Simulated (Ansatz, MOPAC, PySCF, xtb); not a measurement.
Scan of H₃B, singlet: umbrella (inversion) coordinate, bond length relaxed. Scanned: angle between the B-H bonds and the threefold axis (90 = planar). Other coordinates (B-H bond length) were minimised at B3LYP/def2-TZVP.

Levels of theory: GFN1-xTB (xtb); RMP2/3-21G = restricted MP2 (frozen core)/3-21G (PySCF 2.14.0); AM1, restricted, heats of formation (MOPAC); CCSD(T)/aug-cc-pVQZ = Ansatz (a first-principles code) with CCSD(T) on RHF/aug-cc-pVQZ, frozen core.

Energies relative to the lowest point of each profile, in mEh; the last columns give the difference from CCSD(T):

| a / ° | GFN1-xTB | RMP2/3-21G | AM1 | CCSD(T)/aug-cc-pVQZ | GFN1-xTB − CCSD(T)/aug-cc-pVQZ | RMP2/3-21G − CCSD(T)/aug-cc-pVQZ | AM1 − CCSD(T)/aug-cc-pVQZ |
|---|---|---|---|---|---|---|---|
| 90 | 0.0 | 0.0 | 0.0 | 0.0 | 0.0 | 0.0 | 0.0 |
| 93.90 | 1.0 | 1.5 | 1.6 | 1.4 | -0.5 | 0.1 | 0.1 |
| 96.90 | 3.0 | 4.7 | 4.9 | 4.4 | -1.4 | 0.3 | 0.5 |
| 99.90 | 6.2 | 9.6 | 10.1 | 9.1 | -2.9 | 0.5 | 1.0 |
| 102.90 | 10.7 | 16.3 | 17.1 | 15.4 | -4.8 | 0.8 | 1.7 |
| 105.90 | 16.4 | 24.7 | 26.1 | 23.5 | -7.1 | 1.2 | 2.6 |
| 108.90 | 23.5 | 34.8 | 37.0 | 33.2 | -9.7 | 1.6 | 3.8 |
| 111.90 | 32.0 | 46.7 | 49.9 | 44.7 | -12.6 | 2.1 | 5.3 |
| 114.90 | 42.2 | 60.4 | 64.9 | 57.8 | -15.7 | 2.6 | 7.1 |
| 117.90 | 54.1 | 75.9 | 82.1 | 72.8 | -18.7 | 3.1 | 9.3 |
| 120.90 | 67.9 | 93.4 | 101.6 | 89.5 | -21.6 | 3.9 | 12.1 |
| 123.90 | 84.0 | 113.0 | 123.6 | 108.1 | -24.2 | 4.8 | 15.4 |
| 126.90 | 102.5 | 134.9 | 148.2 | 128.6 | -26.1 | 6.2 | 19.6 |
| 129.90 | 123.9 | 159.3 | 175.7 | 151.1 | -27.3 | 8.2 | 24.6 |
| 132 | 140.7 | 178.1 | 196.8 | 168.1 | -27.4 | 10.0 | 28.7 |

GFN1-xTB is furthest from CCSD(T)/aug-cc-pVQZ at 132 (-27.4 mEh, below); its mean absolute difference over the points is 13.3 mEh.

RMP2/3-21G is furthest from CCSD(T)/aug-cc-pVQZ at 132 (10.0 mEh, above); its mean absolute difference over the points is 3.0 mEh.

AM1 is furthest from CCSD(T)/aug-cc-pVQZ at 132 (28.7 mEh, above); its mean absolute difference over the points is 8.8 mEh.
